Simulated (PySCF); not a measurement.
Computed shifts of a molecule C4H6BFO, KT2/pcSseg-1 run with PySCF, GIAO, gas phase, equivalent atoms averaged, in ppm (number of nuclei): ¹³C: 156.5 (1), 138.9 (1), 82.3 (1), 7.2 (1). ¹⁹F: -159.5 (1). ¹H: 6.94 (1), 4.92 (2), 1.30 (3). References: ¹³C against TMS (σ = 185.1 ppm); ¹¹B against BF3 (σ = 89.8 ppm); ¹⁷O against H2O (σ = 330.4 ppm); ¹⁹F against CFCl3 (σ = 127.1 ppm); ¹H against TMS (σ = 31.47 ppm), references at their B3LYP-D3(BJ)/def2-TZVP geometries, non-relativistic. Coordinates come from a B3LYP-D3(BJ)/def2-SVP optimisation. Other conformers were not sampled.

Q: Which molecule gave these data?
A. C=C1COB1CF
B. C[C@@H](F)B1C=CO1
C. O=C1CCB1CF
D. CB1CO/C1=C\F

A: D, CB1CO/C1=C\F
